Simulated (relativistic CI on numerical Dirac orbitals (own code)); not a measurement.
## Pb53+: sensitivity of the levels to the model

Base calculation: Dirac-Coulomb-Breit CI, separate exchange-only KLI orbitals for each configuration, model QED, unscaled Slater integrals.

CI space (outside the closed core [Ar]): 3d10 4s, 3d10 4p, 3d10 4d, 3d10 4f, 3d10 5s, 3d10 5p, 3d10 5d, 3d10 5f, 3d10 5g, 3d10 6s, 3d10 6p, 3d9 4s2, 3d10 6d, 3d10 6f, 3d9 4s 4p, 3d10 7s, 3d9 4s 4d, 3d10 8s, 3d9 4s 4f, 3d9 4s 5s, 3d9 4s 5p, 3d9 4s 5d, 3d9 4s 5f. Double excitations out of closed p, d and f shells are left out; levels of such configurations are missing from the list, as are those of other unlisted configurations, and high levels can miss mixing partners.

The lowest level and the first level of each name with at least 55 % of one term (blank where a level has no safe partner in the second run):

```
          Level  Base (eV)  Shift (eV)
 3d10 4s 2S_1/2       0.00        0.00
3d10 4p 2P°_1/2     117.99       -1.77
3d10 4p 2P°_3/2     292.44       +0.01
 3d10 4d 2D_3/2     470.09       +0.71
 3d10 4d 2D_5/2     506.92       +1.48
3d10 4f 2F°_5/2     695.17       +1.94
3d10 4f 2F°_7/2     705.33       +2.46
 3d10 5s 2S_1/2    1307.25       +1.50
3d10 5p 2P°_1/2    1365.05       +0.70
3d10 5p 2P°_3/2    1447.60       +1.49
 3d10 5d 2D_3/2    1532.79       +1.82
 3d10 5d 2D_5/2    1550.75       +2.21
3d10 5f 2F°_5/2    1634.68       +2.45
3d10 5f 2F°_7/2    1640.46       +2.66
 3d10 5g 2G_7/2    1684.96       +2.78
 3d10 5g 2G_9/2    1687.41       +2.83
 3d10 6s 2S_1/2    1962.67       +2.12
3d10 6p 2P°_1/2    1994.95       +1.68
 3d9 4s2 2D_5/2    2029.10       +1.45
3d10 6p 2P°_3/2    2040.57       +2.10
 3d10 6d 2D_3/2    2087.93       +2.27
 3d10 6d 2D_5/2    2098.06       +2.50
```

At this charge energies of transitions that change n are usually good to better than 1 %, and those within a shell (Δn = 0) to a few per cent.

Question: One thing was changed in a second run, which moved the levels as shown. Which?
A. QED terms removed
B. configuration mixing switched off
C. Breit term removed
D. one mean potential for all configurations
E. P86 correlation estimate

Answer: C. Breit term removed. The Breit term mainly narrows fine-structure intervals, so removing it widens them.

LS names give the leading component of a level, which can be under half, so a name can repeat, a term be missing and a line seem to break the LS rules.
